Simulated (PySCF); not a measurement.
C₂H₄ClNOSi, SMILES O[Si@@]1(Cl)C=NC1.

Coordinates come from a B3LYP-D3(BJ)/def2-SVP optimisation. The structure was generated by enumeration; whether it is a known compound was not checked. Other conformers were not sampled.

All values below come from PBE/def2-TZVP (PySCF).

Isolated molecule, no solvent.

```
Property                                                                                                       Result
---------------------------------------------------------------------------------------------  ----------------------
total energy                                                                                       -957.88028 hartree
highest occupied level                                                                                       -6.00 eV
lowest empty level                                                                                           -2.31 eV
orbital gap                                                                                                   3.69 eV
dipole moment                                                                                               0.331 e·Å
quadrupole, principal values (traceless, Buckingham form, about the centre of nuclear charge)  -6.52, -0.29, 6.81 D·Å
mean static polarisability                                                                      68.8 bohr³ (10.20 Å³)
polarisability, principal values                                                               59.8, 64.5, 82.2 bohr³
```
